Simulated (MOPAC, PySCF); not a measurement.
System: SiN$_{3}$H$_{7}$, charge 0, multiplicity 1. SMILES: N[SiH](N)N
Structure (B3LYP-D3(BJ)/def2-TZVP (Ansatz) minimum search):
```
Si
N 1 1.7144
H 2 1.0068 1 120.49
H 2 1.0068 3 112.22 1 151.22
N 1 1.7197 2 104.06 3 -170.43
H 5 1.0073 1 120.48 2 -158.39
H 5 1.0081 6 111.59 1 152.24
N 1 1.7197 2 104.06 3 -40.71
H 8 1.0073 1 120.48 2 158.39
H 8 1.0081 9 111.59 1 -152.24
H 1 1.4848 2 119.94 3 74.43
```

Unscaled harmonic wavenumbers (cm⁻¹) in rising order, each level at the stationary point that it reaches from this structure (no distance between atoms moves by over 0.3 Å); the order of modes can differ between levels, and a negative number is imaginary. B3LYP-D3(BJ)/def2-TZVP (PySCF, at the structure above): 199, 254, 290, 309, 344, 360, 408, 424, 440, 727, 734, 788, 832, 852, 908, 952, 968, 1578, 1583, 1586, 2199, 3568, 3568, 3581, 3659, 3659, 3673.

AM1 (MOPAC): -128, 156, 188, 289, 307, 318, 578, 583, 649, 734, 791, 869, 875, 892, 919, 963, 990, 1734, 1735, 1736, 2214, 3560, 3560, 3562, 3620, 3621, 3621. Zero-point energy 55.8 against 55.0 kcal/mol; where all levels lie over 400 cm⁻¹, the wavenumbers are on average 1.088 times those of B3LYP-D3(BJ)/def2-TZVP. This level finds the structure a saddle point. The zero-point energy leaves imaginary modes out.

PM6 (MOPAC): -147, 123, 254, 272, 289, 297, 515, 560, 605, 620, 681, 719, 781, 838, 867, 1007, 1021, 1542, 1548, 1560, 2202, 2801, 2803, 2809, 2846, 2847, 2855. Zero-point energy 47.6 against 55.0 kcal/mol; where all levels lie over 400 cm⁻¹, the wavenumbers are on average 0.965 times those of B3LYP-D3(BJ)/def2-TZVP. This level finds the structure a saddle point. The zero-point energy leaves imaginary modes out.

PM7 (MOPAC): 162, 185, 228, 265, 284, 306, 447, 508, 577, 736, 794, 801, 867, 889, 929, 985, 989, 1588, 1593, 1607, 2312, 2748, 2760, 2762, 2791, 2802, 2809. Zero-point energy 48.2 against 55.0 kcal/mol; where all levels lie over 400 cm⁻¹, the wavenumbers are on average 0.979 times those of B3LYP-D3(BJ)/def2-TZVP.
